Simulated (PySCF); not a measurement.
**Highest orbital energy against ionisation energy along group 14**

Calculated with PySCF 2.14, no spin-orbit coupling. Each cell gives −ε(HOMO) / ΔSCF in eV; NIST values include spin-orbit coupling, (s) semi-empirical, (t) theoretical.

```csv
species,UHF,LDA,PBE,PBE0,r2SCAN,NIST (lowest levels)
"C⁺ (def2-QZVPPD, non-relativistic)",24.881 / 24.173,17.809 / 24.776,17.954 / 24.856,19.796 / 24.838,18.647 / 25.011,24.383
"Si⁺ (def2-QZVPPD, non-relativistic)",16.224 / 15.846,12.082 / 16.371,12.201 / 16.412,13.344 / 16.437,12.574 / 16.538,16.346
"Ge⁺ (def2-QZVPPD, non-relativistic)",15.594 / 15.264,11.732 / 15.913,11.732 / 15.790,12.847 / 15.819,12.108 / 15.991,15.935
"Sn⁺ (def2-QZVPPD with the def2 core potential (28 electrons), ECP)",14.049 / 13.756,10.694 / 14.406,10.629 / 14.224,11.634 / 14.263,10.966 / 14.390,14.633
"Pb⁺ (def2-QZVPPD with the def2 core potential (60 electrons), ECP)",13.482 / 13.211,10.325 / 13.918,10.220 / 13.709,11.186 / 13.738,10.527 / 13.810,15.032
```

Task: How far is −ε(HOMO) from ΔSCF on average for each method, and why?

Result: UHF 0.40 eV; LDA -4.55 eV; PBE -4.45 eV; PBE0 -3.26 eV; r2SCAN -4.18 eV. Hartree-Fock orbital energies lack relaxation and so exceed the ΔSCF value; semilocal functionals have convex E(N) from self-interaction, so their HOMO lies far too high; exact exchange moves hybrids part of the way back.
